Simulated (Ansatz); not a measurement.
```yaml
crystal:
  periodic: [false, false, false]
  atoms:
    - {symbol: O, position_ang: [-1.701745, 1.607696, 0.275413]}
    - {symbol: C, position_ang: [-0.444711, 0.926756, 0.332576]}
    - {symbol: O, position_ang: [-0.578404, -0.378919, -0.103658]}
    - {symbol: Ge, position_ang: [0.809520, -1.389828, -0.240122]}
    - {symbol: H, position_ang: [-1.926918, 1.661742, -0.705798]}
    - {symbol: H, position_ang: [-0.203099, 0.953688, 1.366619]}
    - {symbol: H, position_ang: [0.351541, 1.452215, -0.240484]}
    - {symbol: H, position_ang: [0.300323, -2.713977, -0.836549]}
    - {symbol: H, position_ang: [1.391281, -1.535490, 1.197624]}
    - {symbol: H, position_ang: [1.933851, -0.704737, -1.147031]}
basis:
  gaussian: {orbitals: aug-cc-pVDZ}
hamiltonian: {xc: {name: revPBE}}
accuracy: high
output: {forces: true}
```

```sh
$ ansatz run in.yaml --threads 4 --pin off --events-out ev --progress --plain --max-ram 10444MiB
```

Output, abridged:

```
Functional definition: revPBE
  name "revPBE"
  cite "Zhang & Yang, Phys. Rev. Lett. 80, 890 (1998) doi:10.1103/PhysRevLett.80.890"
  cite "Perdew, Burke & Ernzerhof, Phys. Rev. Lett. 77, 3865 (1996) doi:10.1103/PhysRevLett.77.3865"
  parameter kappa = 1.245
  parameter beta = 0.06672455060314922
  exchange = pbe_x(kappa = kappa, mu = beta*pi^2/3)
  correlation = pbe_c(beta = beta)
3232 factors; integrals over basis functions are off by at most 4.4e-9 eV
mean field evaluation 1: about -61731.4854 eV, gradient 6.7e1 eV
mean field evaluation 2: about -61664.1838 eV, gradient 1.9e2 eV
mean field evaluation 4: about -61740.0445 eV, gradient 1.7e1 eV
mean field evaluation 8: about -61740.5644 eV, gradient 2.9e-1 eV
mean field evaluation 16: about -61740.5621 eV, gradient 3.0e-5 eV
mean field -61740.56211739 eV, -2268.9238085579 hartree, gradient 7.9e-8 eV, S^2 0.000000; 0 other end points of the search recorded, 0 dependent functions left out
the calculation of the forces begins
reference -61740.56212780 eV, -2268.9238089406 hartree; 30, 30 occupied and 129, 129 virtual orbitals, 3232 factors
Total energy: -61740.56212780 eV, -2268.9238089406 hartree
Atom 0 at    -1.701745     1.607696     0.275413 Å, force     0.081430    -0.047185    -1.692256 eV/Å
Atom 1 at    -0.444711     0.926756     0.332576 Å, force    -0.549319     1.178083    -0.538197 eV/Å
Atom 2 at    -0.578404    -0.378919    -0.103658 Å, force    -2.642318     0.486412    -0.543142 eV/Å
Atom 3 at     0.809520    -1.389828    -0.240122 Å, force     2.883758    -1.454598    -0.299737 eV/Å
Atom 4 at    -1.926918     1.661742    -0.705798 Å, force     0.131305    -0.009810     1.334163 eV/Å
Atom 5 at    -0.203099     0.953688     1.366619 Å, force     0.505976     0.092143     1.723526 eV/Å
Atom 6 at     0.351541     1.452215    -0.240484 Å, force    -0.035618     0.206411    -0.188415 eV/Å
Atom 7 at     0.300323    -2.713977    -0.836549 Å, force    -0.033608    -0.090743    -0.035690 eV/Å
Atom 8 at     1.391281    -1.535490     1.197624 Å, force     0.083915    -0.149146     0.020661 eV/Å
Atom 9 at     1.933851    -0.704737    -1.147031 Å, force    -0.425520    -0.211566     0.219087 eV/Å
Dipole moment:     0.312280    -0.075927    -0.228294 e Å
```

It took 7.5 s on 4 threads of an AMD EPYC 7B13 on a shared host, with 0.69 GiB of host memory at the peak.
